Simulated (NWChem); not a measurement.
System: C₂H₄GeO₂; SMILES [GeH2]1[O]C([O]1)=C

The following NWChem deck was run.

```
start job
memory heap 200 mb stack 700 mb global 900 mb
geometry units angstroms noautoz
  C      0.000000     0.000000    -2.599710
  C      0.000000     0.000000    -1.256891
  O      0.000000     1.117385    -0.432905
  Ge     0.000000     0.000000     1.028531
  O      0.000000    -1.117385    -0.432905
  H      0.000000    -0.952704    -3.142075
  H      0.000000     0.952704    -3.142075
  H     -1.310221     0.000000     1.852980
  H      1.310221     0.000000     1.852980
end
basis spherical
  * library cc-pvdz
end
dft
  xc xtpss03 ctpss03
  iterations 150
  mulliken
end
task dft energy
```

NWChem printed, in part:

```
             Northwest Computational Chemistry Package (NWChem) 7.3.0
             --------------------------------------------------------

 C2V symmetry detected

                             Geometry "geometry" -> ""
                             -------------------------

 Output coordinates in angstroms (scale by  1.889725989 to convert to a.u.)

  No.       Tag          Charge          X              Y              Z
 ---- ---------------- ---------- -------------- -------------- --------------
    1 C                    6.0000     0.00000000     0.00000000    -2.60390869
    2 C                    6.0000     0.00000000     0.00000000    -1.26108969
    3 O                    8.0000     0.00000000     1.11738500    -0.43710369
    4 Ge                  32.0000     0.00000000     0.00000000     1.02433231
    5 O                    8.0000     0.00000000    -1.11738500    -0.43710369
    6 H                    1.0000     0.00000000    -0.95270400    -3.14627369
    7 H                    1.0000     0.00000000     0.95270400    -3.14627369
    8 H                    1.0000    -1.31022100     0.00000000     1.84878131
    9 H                    1.0000     1.31022100     0.00000000     1.84878131

 Effective nuclear repulsion energy (a.u.)     360.7520177131

      Symmetry information
      --------------------

 Group name             C2v
 Group number             16
 Group order               4
 No. of unique centers     6

                                 NWChem DFT Module
                                 -----------------

 Summary of "ao basis" -> "ao basis" (spherical)
 ------------------------------------------------------------------------------
       Tag                 Description            Shells   Functions and Types
 ---------------- ------------------------------  ------  ---------------------
 C                          cc-pvdz                  6       14   3s2p1d
 O                          cc-pvdz                  6       14   3s2p1d
 Ge                         cc-pvdz                 11       27   5s4p2d
 H                          cc-pvdz                  3        5   2s1p

      Symmetry analysis of basis
      --------------------------

        a1         45
        a2         10
        b1         21
        b2         27

            General Information
            -------------------
          SCF calculation type: DFT
          Wavefunction type:  closed shell.
          No. of atoms     :     9
          No. of electrons :    64
           Alpha electrons :    32
            Beta electrons :    32
          Charge           :     0
          Spin multiplicity:     1
          Use of symmetry is: on ; symmetry adaption is: on
          Maximum number of iterations: 150
          AO basis - number of functions:   103
                     number of shells:    47
          Convergence on energy requested:  1.00D-06
          Convergence on density requested:  1.00D-05
          Convergence on gradient requested:  5.00D-04

              XC Information
              --------------
                  TPSS metaGGA Exchange Functional  1.000
             TPSS03 metaGGA Correlation Functional  1.000

             Grid Information
             ----------------
          Grid used for XC integration:  medium
          Radial quadrature: Mura-Knowles
          Angular quadrature: Lebedev.
          Tag              B.-S. Rad. Rad. Pts. Rad. Cut. Ang. Pts.
          ---              ---------- --------- --------- ---------
          C                   0.70       49          12.0       434
          O                   0.60       49          10.0       434
          Ge                  1.25      112          11.0       590
          H                   0.35       45          12.0       434
          Grid pruning is: on
          Number of quadrature shells:   349
          Spatial weights used:  Erf1

      Superposition of Atomic Density Guess
      -------------------------------------

 Sum of atomic energies:       -2302.13397940

      Non-variational initial energy
      ------------------------------

 Total energy =   -2304.199315
 1-e energy   =   -3922.207729
 2-e energy   =    1257.256396
 HOMO         =      -0.252249
 LUMO         =       0.010811

      Symmetry analysis of molecular orbitals - initial
      -------------------------------------------------

  Numbering of irreducible representations:

     1 a1          2 a2          3 b1          4 b2

  Orbital symmetries:

     1 a1          2 a1          3 b1          4 a1          5 b2
     6 a1          7 b2          8 a1          9 a1         10 a1
    11 a1         12 b1         13 b2         14 a1         15 b2
    16 b1         17 a1         18 a2         19 a1         20 b2
    21 a1         22 a1         23 a1         24 b2         25 a1
    26 b1         27 b2         28 a1         29 a2         30 b2
    31 b1         32 b1         33 b2         34 a1         35 b1
    36 a1         37 a1         38 b2         39 b1         40 a1
    41 b2         42 a1

     ---------------------------------------------
      Total Density - Mulliken Population Analysis
     ---------------------------------------------

    Atom       Charge   Shell Charges
 -----------   ------   -------------------------------------------------------
    1 C    6     6.47   2.00  0.73  0.43  2.14  1.13  0.03
    2 C    6     5.28   2.00  0.69  0.41  1.50  0.50  0.18
    3 O    8     8.79   2.00  0.87  0.97  2.98  1.96  0.01
    4 Ge  32    30.79   2.00  2.00  2.01  0.77  0.46  6.00  6.00  0.92  0.47  9.96  0.19
    5 O    8     8.79   2.00  0.87  0.97  2.98  1.96  0.01
    6 H    1     0.89   0.66  0.20  0.03
    7 H    1     0.89   0.66  0.20  0.03
    8 H    1     1.05   0.65  0.39  0.01
    9 H    1     1.05   0.65  0.39  0.01

   convergence    iter        energy       DeltaE   RMS-Dens  Diis-err
 ---------------- ----- ----------------- --------- --------- ---------
 d= 0,ls=0.0,diis     1  -2305.8938090963 -2.67D+03  1.91D-02  1.05D+00
 d= 0,ls=0.0,diis     2  -2305.6088242708  2.85D-01  1.24D-02  3.82D+00
 d= 0,ls=0.0,diis     3  -2306.0360953294 -4.27D-01  1.56D-03  4.91D-02
 d= 0,ls=0.0,diis     4  -2306.0392848570 -3.19D-03  1.09D-03  1.12D-02
 d= 0,ls=0.0,diis     5  -2306.0398580882 -5.73D-04  5.23D-04  5.82D-03
  Resetting Diis
 d= 0,ls=0.0,diis     6  -2306.0406502745 -7.92D-04  9.30D-05  1.20D-04
 d= 0,ls=0.0,diis     7  -2306.0406666872 -1.64D-05  4.77D-05  6.98D-06
 d= 0,ls=0.0,diis     8  -2306.0406652734  1.41D-06  3.16D-05  1.68D-05
 d= 0,ls=0.0,diis     9  -2306.0406675278 -2.25D-06  6.65D-06  8.40D-07
 d= 0,ls=0.0,diis    10  -2306.0406676305 -1.03D-07  1.24D-06  4.54D-08

         Total DFT energy =    -2306.040667630517
      One electron energy =    -3923.075702014313
           Coulomb energy =     1364.830753661055
    Exchange-Corr. energy =     -108.547736990349
 Nuclear repulsion energy =      360.752017713089

 Numeric. integr. density =       64.000008233649

                  Occupations of the irreducible representations
                  ----------------------------------------------

                     irrep           alpha         beta
                     --------     --------     --------
                     a1               16.0         16.0
                     a2                2.0          2.0
                     b1                6.0          6.0
                     b2                8.0          8.0

                       DFT Final Molecular Orbital Analysis
                       ------------------------------------

 Vector   30  Occ=2.000000D+00  E=-2.745022D-01  Symmetry=b2
              MO Center= -1.1D-14,  4.7D-15, -4.3D-01, r^2= 2.2D+00
   Bfn.  Coefficient  Atom+Function         Bfn.  Coefficient  Atom+Function
  ----- ------------  ---------------      ----- ------------  ---------------
    33      0.423106  3 O  py                74      0.423106  5 O  py
    36      0.309871  3 O  py                77      0.309871  5 O  py
    55     -0.186024  4 Ge py                34     -0.160509  3 O  pz
    75      0.160509  5 O  pz                19     -0.126805  2 C  py
    22      0.099011  2 C  py                37     -0.094871  3 O  pz

 Vector   31  Occ=2.000000D+00  E=-2.691771D-01  Symmetry=a2
              MO Center=  1.1D-14,  2.4D-14, -4.3D-01, r^2= 1.8D+00
   Bfn.  Coefficient  Atom+Function         Bfn.  Coefficient  Atom+Function
  ----- ------------  ---------------      ----- ------------  ---------------
    32      0.458918  3 O  px                73     -0.458918  5 O  px
    35      0.342491  3 O  px                76     -0.342491  5 O  px
    65      0.062622  4 Ge d -2              60     -0.048148  4 Ge d -2
    24      0.039009  2 C  d -2

 Vector   32  Occ=2.000000D+00  E=-1.757940D-01  Symmetry=b1
              MO Center=  7.7D-16,  6.9D-15, -1.7D+00, r^2= 2.5D+00
   Bfn.  Coefficient  Atom+Function         Bfn.  Coefficient  Atom+Function
  ----- ------------  ---------------      ----- ------------  ---------------
     4      0.441634  1 C  px                 7      0.338047  1 C  px
    18      0.288336  2 C  px                32     -0.236861  3 O  px
    73     -0.236861  5 O  px                35     -0.179405  3 O  px
    76     -0.179405  5 O  px                21      0.154696  2 C  px
    57     -0.149648  4 Ge px                95     -0.138353  8 H  s

[...]
```

Level: TPSS/cc-pVDZ. The geometry was optimised at PBE-D3(BJ)/def2-SVP.
